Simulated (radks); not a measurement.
The numbers below are computed, except where a source is named.
Removal energies from the tin ion Sn6+, [Kr] 4d8, by Delta-SCF beside the eigenvalue of the level emptied. Code: a radial shooting solver on a logarithmic mesh with Libxc functionals. Model: scalar-relativistic Kohn-Sham, PBEsol, spin-polarised, spherical densities, finite nucleus; Fermi nuclear charge, rms radius of each element as measured or else 0.836 A^(1/3) + 0.57 fm. Open shells are filled with parallel spins first.

removed from	final configuration	Delta-SCF (eV)	-eigenvalue (eV)
4d	[Kr] 4d7	115.48	105.46
4p	[Ar] 3d10 4s2 4p5 4d8	182.83	171.79
4s	[Ar] 3d10 4s1 4p6 4d8	228.30	216.76
3d	[Ar] 3d9 4s2 4p6 4d8	585.05	560.61
